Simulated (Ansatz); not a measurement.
Z-matrix (Å, degrees):
```
N
H 1 1.0068
H 1 1.0069 2 111.58
Si 1 1.7199 2 121.23 3 152.68
H 4 1.4868 1 107.45 2 45.58
H 4 1.4868 5 110.65 1 -116.85
```
Charge 0, spin multiplicity 2.

The numbers are results of frozen-core CCSD(T)/cc-pVTZ // CAM-B3LYP-D3(BJ)/def2-TZVP (Ansatz, a first-principles code), not measurements.

```
Item                           Result
----------------------  -------------
HF energy               -345.72798 Ha
MP2 correlation energy    -0.32659 Ha
```

### Question
Estimate the CCSD correlation energy, the (T) correction, the total energy and the T1 diagnostic.

### Answer

```yaml
CCSD correlation energy: -0.35402 Ha
"(T) correction": -0.01238 Ha
CCSD(T) total energy: -346.09439 Ha
T1 diagnostic: 0.015
```
